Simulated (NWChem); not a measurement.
Total energies of disilazane (H7NSi2)

SMILES: [SiH3]N[SiH3]
```xyz
10

Si    -0.1137    -0.0715    -1.5845
N      0.5292     0.3225     0.0000
Si    -0.1137    -0.0715     1.5845
H      1.0065    -0.4447    -2.5204
H     -1.0492    -1.2341    -1.4115
H     -0.8749     1.0597    -2.2339
H      1.3147     0.9828     0.0000
H     -0.8749     1.0597     2.2339
H      1.0065    -0.4447     2.5204
H     -1.0492    -1.2341     1.4115
```
Charge 0, spin multiplicity 1.

The numbers come from NWChem runs, not from measurements. All single points use one geometry, from PBE/def2-SVP, a minimum by its harmonic frequencies.

Basis set: 6-31G* (64 functions).

```tsv
method	total energy (Ha)
RHF	-636.38194
MP2	-636.70261
B2PLYP	-637.58629
PBE	-637.53601
B3LYP	-637.97285
r2SCAN	-637.83527
CCSD(T)	-636.75655
```

Total energies of different functionals aren't comparable as a measure of quality: only differences taken within one method are. 

The correlated methods keep 11 core orbitals frozen. B3LYP has NWChem's definition, with VWN1-RPA local correlation. The Pople sets run with spherical d functions. Coupled-cluster values serve here as a point of comparison, not as the truth.
